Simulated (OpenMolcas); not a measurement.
**4d⁴ along the 40-electron sequence**

```
Program             : OpenMolcas
Method              : SS-CASPT2, IPEA 0.25 Eh, imaginary shift 0.1 Eh
Basis               : ANO-RCC-VTZP
Scalar Hamiltonian  : DKH2, point nucleus
Spin-orbit coupling : state interaction with AMFI integrals over the reference wave functions, term energies averaged over their components
```

Active space for each ion: 4 electrons in 5 orbitals (4d); closed shells correlated by CASPT2: 4s 4p.

Computed levels in cm-1 above ⁵D₀:

```csv
Level,Mo2+,Tc3+,Ru4+,Rh5+,Pd6+,Ag7+
⁵D₁,236,347,492,688,986,1262
⁵D₂,655,947,1311,1784,2460,3080
⁵D₃,1203,1714,2330,3100,4160,5110
⁵D₄,1845,2590,3480,4550,5970,7230
³P₀(1),12300,14700,16750,18450,19990,21810
³P₁(1),13550,16510,19200,21680,24220,26900
³H₄,13810,16050,18210,20170,22100,24340
³H₅,14370,16880,19400,21820,24380,27200
³H₆,14890,17610,20380,23090,26010,29140
weight of ⁵D in the lowest level (%),98,98,97,96,94,92
```

Mixed levels, with the weight of the term that names them: Pd6+ ³H₄ (71 %), Ag7+ ³H₄ (69 %).

Measured, with the error of the calculation in %. Measured levels: Mo2+ from Sugar and Musgrove, J. Phys. Chem. Ref. Data 17, 155 (1988); Ag7+ from Atoms 5, 11 (2017), spectra Ag VII to Ag IX.

```json
{"Level": "⁵D₁", "Mo2+": "242 (-2.6)", "Ag7+": "1340 (-5.8)"}
{"Level": "⁵D₂", "Mo2+": "668 (-2.0)", "Ag7+": "3212 (-4.2)"}
{"Level": "⁵D₃", "Mo2+": "1224 (-1.7)", "Ag7+": "5292 (-3.5)"}
{"Level": "⁵D₄", "Mo2+": "1872 (-1.4)", "Ag7+": "7443 (-2.8)"}
{"Level": "³P₀(1)", "Mo2+": "11149 (+10.3)", "Ag7+": "21309 (+2.3)"}
{"Level": "³P₁(1)", "Mo2+": "12510 (+8.3)", "Ag7+": "26526 (+1.4)"}
{"Level": "³H₄", "Mo2+": "12680 (+8.9)", "Ag7+": "23302 (+4.5)"}
{"Level": "³H₅", "Mo2+": "13276 (+8.3)", "Ag7+": "26250 (+3.6)"}
{"Level": "³H₆", "Mo2+": "13811 (+7.8)", "Ag7+": "28185 (+3.4)"}
```

The fine-structure level ⁵D₄ changes by a factor of 3.92 from Mo2+ to Ag7+. Its fourth root runs 6.55, 7.13, 7.68, 8.21, 8.79, 9.22, with steps per unit of Z of 0.58, 0.55, 0.53, 0.58, 0.43; equal steps would mean a (Z - σ)^4 law with constant σ.

³P₀(1) changes by a factor of 1.77 over the same range, with steps per unit of Z of +2400, +2050, +1700, +1540, +1820 cm-1.

Term energies are means over components that CASPT2 splits; among the terms shown or strongly mixed into the levels shown the widest spread is 130 cm-1 (4d⁴ ³H, Tc3+). Terms from blocks run as CI alone lack orbitals of their own. Levels of configurations with an s electron are missing; early in the row they begin among the upper levels of the d shell and mix with terms of their name (holds for Mo2+). Computed and measured levels are paired by configuration, term and J; levels that our copy of the source lacks, or whose pairing is in doubt (as where it misses far off the trend of its configuration), stay unpaired and out of the deviations. Levels of configurations outside the active space are missing.

A number in round brackets counts repeated terms of one configuration in the order of the reference energies.
